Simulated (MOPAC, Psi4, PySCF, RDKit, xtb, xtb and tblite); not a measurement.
Two geometries of C5H4OS2, SMILES O=Cc1ccc(S)s1, relaxed at GFN2-xTB with one dihedral held; other torsions can differ between them too.

Structure A

```
12

O     -3.2921    -0.0346     0.1055
C     -2.3418     0.3882    -0.5085
C     -0.9643     0.1289    -0.1687
C     -0.4720    -0.6192     0.8771
C      0.9233    -0.6695     0.9218
C      1.5046     0.0449    -0.0969
S      3.2222     0.2117    -0.3644
S      0.3321     0.7897    -1.1248
H     -2.4675     1.0261    -1.4053
H     -1.1224    -1.1085     1.5794
H      1.4945    -1.2011     1.6607
H      3.1197     0.9799    -1.4481
```

Structure B

```
12

O     -3.3953    -0.0323    -0.1074
C     -2.3501     0.3819    -0.5317
C     -1.0274     0.1447     0.0450
C     -0.0664     1.0790     0.3276
C      1.1478     0.5241     0.7617
C      1.1312    -0.8433     0.7380
S      2.4714    -1.8913     1.1480
S     -0.3983    -1.4662     0.2165
H     -2.3208     1.1085    -1.3716
H     -0.2483     2.1372     0.2688
H      2.0042     1.0974     1.0652
H      1.8122    -3.0337     0.9641
```

Problem. Which is lower in energy at the level DF-MP2 (frozen core)/cc-pVTZ // GFN2-xTB (Psi4), and by how much?

Solution. A is lower, by 6.54 kcal/mol (dihedral O1–C2–C3–S8: 180° in A, 60° in B).

E(B) − E(A) in kcal/mol at the other levels, on the same two geometries: GFN2-xTB (xtb and tblite) 6.49; MMFF94 // GFN2-xTB (RDKit) 8.33; PBE/def2-SVP // GFN2-xTB (Psi4) 8.63; PBE-D3(BJ)/def2-SVP // GFN2-xTB (Psi4) 8.67; HF/cc-pVTZ // GFN2-xTB (Psi4) 5.89; UFF // GFN2-xTB (RDKit) 7.35; AM1, restricted, heats of formation // GFN2-xTB (MOPAC) 2.79; PM3, restricted, heats of formation // GFN2-xTB (MOPAC) 2.55; GFN1-xTB // GFN2-xTB (xtb) 6.41; restricted B3LYP/6-31G*, spherical d, density fitting // GFN2-xTB (PySCF) 7.62; restricted Hartree-Fock/6-31G*, spherical d, density fitting // GFN2-xTB (PySCF) 6.11; restricted BP86/6-31G*, spherical d, density fitting // GFN2-xTB (PySCF) 8.16; restricted B3LYP/3-21G // GFN2-xTB (PySCF) 8.99.
